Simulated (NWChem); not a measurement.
System meant: Si$_{2}$NH$_{6}$, doublet; SMILES [SiH2]N[SiH3]

The following NWChem deck was run.

```
start job
memory heap 200 mb stack 900 mb global 1100 mb
geometry units angstroms noautoz
  Si    -0.241905    -1.617390     0.084149
  N      0.546254    -0.068277    -0.134880
  Si    -0.144891     1.536811    -0.044367
  H     -1.297087    -1.432806     1.125955
  H      0.783590    -2.598465     0.565272
  H      1.463303    -0.121686    -0.572089
  H     -1.343255     1.456368     0.826813
  H     -0.556660     2.084511    -1.368628
  H      0.850455     2.479683     0.535190
end
basis spherical
  * library def2-svp
end
dft
  odft
  mult 3
  xc pbe0
  iterations 150
  mulliken
end
task dft energy
```

End of the output:

```
 Summary of "ao basis" -> "" (spherical)
 ------------------------------------------------------------------------------
       Tag                 Description            Shells   Functions and Types
 ---------------- ------------------------------  ------  ---------------------
 *                          def2-svp                  on all atoms

                                 NWChem DFT Module
                                 -----------------

 Summary of "ao basis" -> "ao basis" (spherical)
 ------------------------------------------------------------------------------
       Tag                 Description            Shells   Functions and Types
 ---------------- ------------------------------  ------  ---------------------
 Si                         def2-svp                 8       18   4s3p1d
 N                          def2-svp                 6       14   3s2p1d
 H                          def2-svp                 3        5   2s1p

 Summary of "ao basis" -> "ao basis" (spherical)
 ------------------------------------------------------------------------------
       Tag                 Description            Shells   Functions and Types
 ---------------- ------------------------------  ------  ---------------------
 Si                         def2-svp                 8       18   4s3p1d
 N                          def2-svp                 6       14   3s2p1d
 H                          def2-svp                 3        5   2s1p

  number of electrons :                   41
  multiplicity        :                    3
 ------------------------------------------------------------------------
  no. of electrons and multiplicity not compatible                  41
 ------------------------------------------------------------------------
 ------------------------------------------------------------------------
  current input line :
    24: task dft energy
 ------------------------------------------------------------------------
 ------------------------------------------------------------------------
 There is an error in the input file
 ------------------------------------------------------------------------
 For more information see the NWChem manual at https://nwchemgit.github.io

0: no. of electrons and multiplicity not compatible:Received an Error in Communication
```

Problem. Can this run be used? If not, why, and what is the fix?

Solution. The input was rejected before any calculation. Cause: the multiplicity doesn't fit the number of electrons (an even count wants an odd multiplicity, and the reverse). This input runs:
```
start job
memory heap 200 mb stack 900 mb global 1100 mb
geometry units angstroms noautoz
  Si    -0.241905    -1.617390     0.084149
  N      0.546254    -0.068277    -0.134880
  Si    -0.144891     1.536811    -0.044367
  H     -1.297087    -1.432806     1.125955
  H      0.783590    -2.598465     0.565272
  H      1.463303    -0.121686    -0.572089
  H     -1.343255     1.456368     0.826813
  H     -0.556660     2.084511    -1.368628
  H      0.850455     2.479683     0.535190
end
basis spherical
  * library def2-svp
end
dft
  odft
  mult 2
  xc pbe0
  iterations 150
  mulliken
end
task dft energy
```
It converges to -636.78484 Ha (PBE0/def2-SVP, spin-unrestricted).
